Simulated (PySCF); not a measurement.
# Electron correlation in S⁻ (sulfur, charge -1)

[Ne] 3s2 3p5, 2P determinant. Calculation: PySCF 2.14, in aug-cc-pwCVDZ; the non-relativistic Hamiltonian (point nucleus). Frozen: [Ne]; 7 electrons correlated.

| level | correlation energy (mhartree) |
| --- | --- |
| CCSD | -144.26 |
| (T) | -4.34 |
| CCSD(T) | -148.60 |
| CCSDT | -149.30 |

Diagnostics: T1 = 0.013, D1 = 0.0251, largest double amplitude 0.037.

Cost of the coupled-cluster step: roughly 0.5 core-seconds, for 7 correlated electrons.

Iterations:

```
CC2 = 0
CCSD nocc = (np.int64(4), np.int64(3)), nmo = (31, 31)
frozen orbitals [[0, 1, 2, 3, 4], [0, 1, 2, 3, 4]]
max_cycle = 100
direct = 0
conv_tol = 1e-08
conv_tol_normt = 1e-06
diis_space = 8
diis_start_cycle = 0
Init t2, MP2 energy = -0.126084391948495
Init E_corr(UCCSD) = -0.126084391955044
cycle = 1  E_corr(UCCSD) = -0.13963894031372  dE = -0.0135545484  norm(t1,t2) = 0.0475749
cycle = 2  E_corr(UCCSD) = -0.142662702225124  dE = -0.00302376191  norm(t1,t2) = 0.0168212
cycle = 3  E_corr(UCCSD) = -0.144191452282905  dE = -0.00152875006  norm(t1,t2) = 0.00856288
cycle = 4  E_corr(UCCSD) = -0.144296514630569  dE = -0.000105062348  norm(t1,t2) = 0.00240455
cycle = 5  E_corr(UCCSD) = -0.144239020248822  dE = 5.74943817e-05  norm(t1,t2) = 0.00136401
cycle = 6  E_corr(UCCSD) = -0.144257704855798  dE = -1.8684607e-05  norm(t1,t2) = 0.000454789
cycle = 7  E_corr(UCCSD) = -0.144259058007299  dE = -1.3531515e-06  norm(t1,t2) = 0.00012863
cycle = 8  E_corr(UCCSD) = -0.144258956846594  dE = 1.01160704e-07  norm(t1,t2) = 3.99423e-05
cycle = 9  E_corr(UCCSD) = -0.144258962841467  dE = -5.99487293e-09  norm(t1,t2) = 1.11173e-05
cycle = 10  E_corr(UCCSD) = -0.144258936637072  dE = 2.62043958e-08  norm(t1,t2) = 3.08707e-06
cycle = 11  E_corr(UCCSD) = -0.14425893710939  dE = -4.72318074e-10  norm(t1,t2) = 8.80141e-07
UCCSD converged
E(UCCSD) = -397.677082914531  E_corr = -0.1442589371093896
UCCSD(T) correction = -0.00434408778991198
```
